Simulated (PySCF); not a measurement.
Pb(H)(NH2) (H3NPb), SMILES [PbH][NH2] (connectivity only; charge and spin as stated), neutral, multiplicity 1. Heavy atoms are numbered as in [PbH:1][NH2:3]. Hydrogens are named by the atom that carries them.

Coordinates come from a B3LYP-D3(BJ)/def2-TZVP optimisation. The def2 effective core potentials stand for the cores of Pb; spin–orbit coupling is left out.

Method: ωB97X/def2-TZVPD run with PySCF.

Mulliken values depend strongly on the basis, most of all with diffuse functions as here. ESP charges are fitted to the potential on shells at 1.4 to 2.0 van der Waals radii. Atomic charges (e), one atom of each kind:

| atom | Mulliken | ESP fit |
|---|---|---|
| Pb1 (PbH) | 0.41 | 0.36 |
| H on Pb1 | -0.18 | -0.16 |
| N3 (NH2) | -0.54 | -0.75 |
| H on N3 | 0.16 | 0.29 |
